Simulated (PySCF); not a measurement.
**Radial density of N²⁺ (nitrogen, charge +2)**

UHF, [He] 2s2 2p1, 2P determinant. All numbers are calculated (PySCF 2.14, the spin-free X2C one-electron Hamiltonian (Gaussian nucleus), in Sapporo-DZP-2012 (4s3p1d, 18 functions)).

```
r (bohr)  4πr²ρ (e/bohr)  4πr²(ρα − ρβ)
 0.00434         0.04588         0.0000
 0.00730          0.1265         0.0000
  0.0123          0.3364         0.0000
  0.0207          0.8417         0.0000
  0.0347           1.962         0.0001
  0.0584           3.987         0.0010
  0.0983           6.524         0.0068
   0.165           7.361         0.0391
   0.278           4.617         0.1694
   0.468           1.901         0.4837
   0.787           2.537         0.8610
    1.32           1.973         0.5922
    2.23          0.2762         0.0745
    3.74        0.008480         0.0032
```

Densities and radii are taken from the X2C orbitals without a picture-change correction, which distorts them close to the nucleus.
